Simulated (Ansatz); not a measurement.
Consider the ligand exchange at the Si–C bond: `C[SiH2]/C(F)=C\F` + `N[SiH](O)O` → `C[SiH2]N[SiH](O)O` + `F/C=C/F`.

Computed with Ansatz on PBE0-D4/def2-TZVP structures; ΔE is electronic, products minus reactants. CBS: MP2 limit from def2 TZ/QZ plus the TZ coupled-cluster correction, frozen cores. This one scheme is used for every species. Double bonds are as drawn, so ΔE can hold a change between cis and trans. DFT in def2-TZVPP. Each species was taken in one conformer, which may not be the lowest.

```
         level  ΔE (kJ/mol)
       ωB97X-V        -53.7
       ωB97M-V        -54.1
           PBE        -45.1
CCSD/CBS(def2)        -57.9
```

Question: What does CCSD(T)/CBS give? (Best estimate.)

Answer: Computed: -56.0 kJ/mol. The listed levels differ from it by 2.3, 1.9, 10.9, -1.9 kJ/mol.

Largest T1 diagnostic among the species: 0.012.

In def2-TZVPP, CCSD(T) changes the Hartree–Fock value by +9.3 kJ/mol (the triples alone add +1.9 kJ/mol) and MP2 by +8.3 kJ/mol. From PBE to PBE0 (25 % exact exchange), in def2-TZVPP and without D4, ΔE moves by −6.0 kJ/mol.
